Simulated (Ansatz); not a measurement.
Compare A (`C[C](=N)[SnH3]`) with its isomer B (`C[CH2][Sn][NH2]`).

Computed with Ansatz on PBE0-D4/def2-TZVP structures; ΔE is electronic, products minus reactants. CCSD(T)/CBS adds triple-zeta CCSD(T) − MP2 to the extrapolated MP2 energy (def2 sets, frozen cores). Functionals use def2-TZVPP. B3LYP here is the variant with VWN-RPA as its local correlation; programs differ in this. Elements past krypton have def2 core potentials. For Sn outer-core shells are correlated without core-valence functions, which leaves a few kJ/mol of doubt a bond. Each species was taken in one conformer, which may not be the lowest.

Task: Which is lower in electronic energy at CCSD(T)/CBS, and by how much? (Best estimate.)

Result: Ansatz gave: B, by 40.4 kcal/mol.

Task: Give E(B) − E(A) in kcal/mol with CCSD/def2-TZVPP, HF/def2-TZVPP, MP2/def2-TZVPP, PBE0-D4, B3LYP, B3LYP-D4, r2SCAN-D4. (Estimate.)

Result: Computed: CCSD/def2-TZVPP -37.6, HF/def2-TZVPP -34.5, MP2/def2-TZVPP -42.1, PBE0-D4 -39.4, B3LYP -40.3, B3LYP-D4 -40.7, r2SCAN-D4 -38.6. None reverses the order clearly.

Largest T1 diagnostic: 0.015.

In def2-TZVPP, CCSD(T) changes the Hartree–Fock value by −2.4 kcal/mol (the triples alone add +0.6 kcal/mol) and MP2 by −7.6 kcal/mol.
